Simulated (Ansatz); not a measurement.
CH6BClOSi (`COB([SiH3])Cl`), relaxed with RKS PBE0-D4/def2-TZVP in the Gaussian-basis code of Ansatz from a PBE-D4/def2-SVP geometry. The force threshold is 0.005 eV/Å; the program also tests the step.

Total charge 0; spin multiplicity 1.

Start:

```xyz
11

C     1.807   -0.078    1.190
O     0.861   -0.253    0.137
B    -0.406    0.204    0.103
Si   -1.592   -0.160   -1.504
Cl   -1.094    1.146    1.468
H     2.093   -1.077    1.575
H     1.396    0.537    2.016
H     2.709    0.411    0.771
H    -2.825   -0.914   -1.074
H    -2.055    1.142   -2.108
H    -0.893   -0.959   -2.573
```

| step | energy (eV) | largest force (eV/Å) | largest move (Å) |
| --- | --- | --- | --- |
| 1 | -24250.5866 | 0.562 | 0.000 |
| 2 | -24250.6191 | 0.163 | 0.028 |
| 3 | -24250.6218 | 0.038 | 0.008 |
| 4 | -24250.6218 | 0.035 | 0.007 |
| 5 (rejected) | -24250.6217 | 0.045 | 0.021 |
| 6 | -24250.6219 | 0.002 | 0.005 |

End:

```xyz
11

C     1.795   -0.076    1.181
O     0.855   -0.249    0.134
B    -0.402    0.200    0.104
Si   -1.585   -0.159   -1.498
Cl   -1.089    1.130    1.460
H     2.068   -1.061    1.561
H     1.391    0.533    1.990
H     2.681    0.403    0.764
H    -2.799   -0.904   -1.064
H    -2.030    1.133   -2.088
H    -0.885   -0.950   -2.545
```

Hardware: 4 threads of an Arm Neoverse V2 on a shared host. Wall time 25 s, peak host memory 0.55 GiB.
